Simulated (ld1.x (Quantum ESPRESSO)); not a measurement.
The numbers below are computed, except where a source is named.
Potentials for S (Z = 16) compared

Generated with ld1.x 7.5 (TM, RRKJ, ultrasoft, PAW), atompaw 4.2 or ONCVPSP 4.0.1. The cutoff is in Ry: for ld1.x and atompaw files where the sum of valence levels is converged to 10 mRy in a Bessel basis, for ONCV files where the hardest occupied wave has 1 mHa per electron of residual kinetic energy. The error is the largest all-electron minus pseudo excitation energy over each file’s own four to seven test configurations (ionisations up to +4, promotions, holes and added fractions of an electron), all of which were solved. The labels leave out finer settings (local radius, basis sizes, second energies), which also bear on the numbers. Spin-polarised tests are not counted. The rows are a selection from randomly drawn settings: files with unsolved tests, undetermined cutoffs or missed reference levels are left out.

A true bound ghost makes a file unfit for plane-wave use even where its test errors are small: the radial tests pick states by their node count and pass the ghost by.

```tsv
potential	cutoff (Ry)	largest error (meV)	bound ghosts
TM, LDA (PZ), scalar-relativistic, rc 1.50/1.40 (sp), local p, core correction yes, reference 3s2 3p3	40	+152	none
TM, BP86, fully relativistic, rc 0.95/1.50/1.25 (spd), local d, core correction no, reference 3s2 3p4	90	+1635	none
RRKJ, PBE, scalar-relativistic, rc 1.40/1.05/1.10 (spd), local s, core correction yes, reference 3s2 3p3.5	100	+94	none
TM, BP86, non-relativistic, rc 1.10/1.45/1.25 (spd), local s, core correction no, reference 3s2 3p3	60	+249	none
TM semilocal, PBE, scalar-relativistic, rc 1.10/1.60 (sp), local s, core correction no, reference 3s1.75 3p4.25	60	+249	none
TM, LDA (PZ), scalar-relativistic, rc 1.05/1.30/1.20 (spd), local d, core correction yes, reference 3s2 3p4	80	+357	s
```

Fill in the row for S: TM, Wu–Cohen, scalar-relativistic, rc 1.35/1.35 (sp), local smoothed, core correction yes, reference 3s2 3p4.

cutoff 40 Ry, largest error +240 meV, bound ghosts: none.

Fill in the row for S: TM, LDA (PZ), scalar-relativistic, rc 1.15/1.15 (sp), local s, core correction no, reference 3s2 3p3.5.

cutoff 90 Ry, largest error +111 meV, bound ghosts: none.

Fill in the row for S: PAW, PBEsol, non-relativistic, rc 1.50/1.80 (sp), local smoothed, core correction yes, reference 3s2 3p4.

cutoff 18 Ry, largest error -31 meV, bound ghosts: none.
